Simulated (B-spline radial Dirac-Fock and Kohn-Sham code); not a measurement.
ΔSCF core binding energies without Breit or QED terms, calculated with a radial finite-basis atomic code.

A sound run for the Dy²⁺ ion in the configuration 1s2 2s2 2p6 3s2 3p6 3d10 4s2 4p6 4d10 4f10 5s2 5p6: The ground state converged in 11 iterations, with total energy -12160.92880 Ha, virial ratio 1.91192 and highest orbital energy -26.22 eV. ΔSCF binding energies: K (1s) 54041.8 eV, L3 (2p3/2) 7825.6 eV, M5 (3d5/2) 1314.2 eV.

A second run, with one unsound setting: The ground state converged in 14 iterations, with total energy -205.32945 Ha, virial ratio 28.13334 and highest orbital energy -3.81 eV. ΔSCF binding energies: K (1s) 19.37 eV, L3 (2p3/2) 18.53 eV, M5 (3d5/2) 16.89 eV.

```
iter   energy (Ha)        error
   1     -137.80647961  2.74e-01
   2      -78.36160424  1.19e+00
   3     -199.24145209  1.75e-01
   4     -203.86766824  9.65e-02
   5     -204.20370701  8.91e-02
   6     -205.06557544  3.58e-02
   7     -205.27499912  1.54e-02
   8     -205.32900665  9.28e-04
   9     -205.32938196  2.25e-04
  14     -205.32945026  2.78e-07
```

Q: Which fault fits the second run best?
A. nuclear radius in wrong units
B. too few iterations
C. speed of light below Z
D. unbound anion

A: A. The input had radius_factor = 100000.0: radius_factor inflates the nucleus far beyond its size, which weakens the binding of the inner electrons.
